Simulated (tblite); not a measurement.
C₇H₁₀N (doublet state).
Numbering: `[H]/[C:1]=[C:2](\[CH2:3][NH2:4])[C:5](=[CH2:6])[CH:7]=[CH2:8]` (hydrogens: H9 on C1; H10, H11 on C3; H12, H13 on N4; H14, H15 on C6; H16 on C7; H17, H18 on C8)
Bond orders are those of one Lewis drawing.

Computed with GFN2-xTB (tblite), gas phase: L-BFGS steps from a force-field or distance-geometry start until the largest atomic force falls under 0.01 eV/Å.

Step 9: E = -620.4619 eV
```
atom  x, y, z in Å  |  force x, y, z in eV/Å
C1      0.4741   -0.9025   -1.6233    0.117   0.187   0.139
C2     -0.0126   -0.5751   -0.4585    0.088   0.091   0.124
C3     -1.2984   -1.3074    0.0045   -0.124   0.074   0.020
N4     -2.3896   -0.3509    0.1209    0.170  -0.165  -0.205
C5      0.5256    0.4248    0.4841    0.000   0.262   0.071
C6     -0.0715    0.6746    1.6614   -0.081  -0.072   0.000
C7      1.7138    1.2313    0.1792   -0.040  -0.076   0.035
C8      2.4882    1.2080   -0.8961   -0.085  -0.116  -0.059
H9      0.1520   -1.6133   -2.3592    0.146   0.133  -0.006
H10    -1.4843   -2.0989   -0.7358   -0.151  -0.034   0.136
H11    -1.0820   -1.7807    0.9688   -0.112   0.099  -0.083
H12    -3.0895   -0.6012    0.8063    0.053  -0.151   0.011
H13    -2.8423   -0.2196   -0.7774    0.058   0.051   0.100
H14     0.2839    1.4193    2.3588    0.156  -0.041  -0.195
H15    -0.9620    0.1750    1.9877   -0.055  -0.077  -0.032
H16     1.9503    1.9284    0.9780    0.040  -0.039  -0.075
H17     2.2893    0.5377   -1.7204   -0.077  -0.067   0.028
H18     3.3464    1.8569   -0.9906   -0.102  -0.059  -0.008
```

Step 10: E = -620.4751 eV
```
atom  x, y, z in Å  |  force x, y, z in eV/Å
C1      0.4837   -0.8944   -1.6188    0.047   0.161   0.144
C2     -0.0193   -0.5731   -0.4594    0.145   0.048   0.115
C3     -1.3080   -1.3069    0.0113    0.167   0.031  -0.101
N4     -2.3925   -0.3519    0.1211    0.088  -0.121  -0.035
C5      0.5246    0.4238    0.4842   -0.058   0.201   0.016
C6     -0.0707    0.6732    1.6591   -0.102  -0.033   0.095
C7      1.7117    1.2280    0.1821   -0.011  -0.043   0.000
C8      2.4805    1.2009   -0.8958   -0.017  -0.080  -0.096
H9      0.1846   -1.5954   -2.3736    0.123   0.133   0.030
H10    -1.4888   -2.0990   -0.7296   -0.155  -0.059   0.140
H11    -1.0785   -1.7775    0.9755   -0.169   0.126  -0.122
H12    -3.0942   -0.6072    0.8029    0.027  -0.119   0.015
H13    -2.8403   -0.2166   -0.7762    0.017   0.059   0.008
H14     0.2859    1.4161    2.3533    0.205   0.037  -0.122
H15    -0.9583    0.1803    1.9933   -0.155  -0.149  -0.033
H16     1.9508    1.9281    0.9778    0.032  -0.056  -0.077
H17     2.2814    0.5311   -1.7190   -0.117  -0.113   0.009
H18     3.3386    1.8468   -0.9999   -0.069  -0.024   0.015
```

Step 11: E = -620.4902 eV
```
atom  x, y, z in Å  |  force x, y, z in eV/Å
C1      0.4955   -0.8824   -1.6115   -0.001   0.096   0.061
C2     -0.0240   -0.5698   -0.4580    0.152  -0.006   0.081
C3     -1.3154   -1.3057    0.0168    0.406  -0.020  -0.198
N4     -2.3945   -0.3552    0.1210   -0.035  -0.015   0.132
C5      0.5223    0.4262    0.4842   -0.160   0.085   0.050
C6     -0.0723    0.6711    1.6589   -0.052   0.012   0.089
C7      1.7095    1.2237    0.1848    0.010   0.010  -0.039
C8      2.4712    1.1914   -0.8967    0.054  -0.030  -0.115
H9      0.2237   -1.5721   -2.3884    0.104   0.151   0.099
H10    -1.4970   -2.1004   -0.7200   -0.117  -0.091   0.102
H11    -1.0780   -1.7715    0.9809   -0.190   0.121  -0.107
H12    -3.0981   -0.6163    0.7990    0.009  -0.087   0.008
H13    -2.8376   -0.2121   -0.7749   -0.017   0.062  -0.077
H14     0.2922    1.4132    2.3445    0.218   0.116  -0.008
H15    -0.9572    0.1832    1.9987   -0.235  -0.193  -0.021
H16     1.9523    1.9268    0.9762    0.035  -0.055  -0.063
H17     2.2702    0.5214   -1.7174   -0.155  -0.160  -0.020
H18     3.3286    1.8349   -1.0099   -0.026   0.004   0.028
```

Step 12: E = -620.5089 eV
```
atom  x, y, z in Å  |  force x, y, z in eV/Å
C1      0.5111   -0.8651   -1.6017   -0.026   0.034  -0.045
C2     -0.0269   -0.5655   -0.4543    0.120  -0.066   0.000
C3     -1.3183   -1.3038    0.0202    0.488  -0.052  -0.248
N4     -2.3971   -0.3601    0.1218   -0.136   0.115   0.251
C5      0.5161    0.4318    0.4865   -0.153  -0.090  -0.039
C6     -0.0756    0.6684    1.6600   -0.078   0.096   0.223
C7      1.7070    1.2181    0.1869    0.000   0.063  -0.077
C8      2.4597    1.1783   -0.8998    0.092   0.012  -0.104
H9      0.2755   -1.5391   -2.4048    0.070   0.153   0.171
H10    -1.5099   -2.1042   -0.7058   -0.029  -0.121   0.024
H11    -1.0813   -1.7615    0.9857   -0.161   0.080  -0.044
H12    -3.1029   -0.6303    0.7945    0.001  -0.063  -0.015
H13    -2.8339   -0.2052   -0.7736   -0.039   0.057  -0.126
H14     0.3049    1.4117    2.3330    0.167   0.145   0.105
H15    -0.9602    0.1832    2.0050   -0.213  -0.162  -0.021
H16     1.9551    1.9240    0.9728    0.047  -0.039  -0.040
H17     2.2527    0.5056   -1.7157   -0.181  -0.189  -0.041
H18     3.3153    1.8200   -1.0221    0.032   0.026   0.025
```

Task: Estimate the geometry and energy of step 13. (The exact step hangs on the optimiser's Hessian estimate; all steps are aligned on step 12, rigid shifts and turns removed.)

Result: E = -620.5261 eV, largest force 0.370 eV/Å
```
atom  x, y, z in Å  |  force x, y, z in eV/Å
C1      0.5264   -0.8470   -1.5931   -0.005   0.001  -0.140
C2     -0.0269   -0.5623   -0.4503    0.051  -0.097  -0.076
C3     -1.3146   -1.3017    0.0197    0.312  -0.050  -0.193
N4     -2.4001   -0.3635    0.1243   -0.126   0.183   0.229
C5      0.5083    0.4372    0.4881   -0.186  -0.154   0.138
C6     -0.0814    0.6672    1.6664    0.048   0.109   0.043
C7      1.7040    1.2132    0.1870   -0.023   0.084  -0.117
C8      2.4494    1.1651   -0.9048    0.071   0.031  -0.056
H9      0.3270   -1.5044   -2.4178    0.024   0.114   0.189
H10    -1.5231   -2.1105   -0.6914    0.078  -0.116  -0.054
H11    -1.0875   -1.7501    0.9891   -0.088   0.027   0.021
H12    -3.1080   -0.6459    0.7904    0.008  -0.060  -0.050
H13    -2.8304   -0.1974   -0.7730   -0.035   0.044  -0.092
H14     0.3207    1.4126    2.3231    0.070   0.136   0.207
H15    -0.9666    0.1803    2.0105   -0.153  -0.088   0.001
H16     1.9587    1.9204    0.9684    0.056  -0.017  -0.022
H17     2.2320    0.4867   -1.7146   -0.177  -0.170  -0.032
H18     3.3034    1.8063   -1.0335    0.074   0.024   0.005
```

The energy changes by -0.0172 eV. The first-order estimate −F·Δx gives -0.0250 eV and the mean of the old and new forces, exact on a quadratic surface, -0.0171 eV. The step makes an angle of 73° with the force vector and moves no atom by more than 0.063 Å.

What follows is the cost of the whole relaxation. Hardware: one thread, AMD EPYC (x86_64), no GPU, shared host with 64 logical CPUs at a one-minute load of 61. Cost: 2.3 s of wall time.
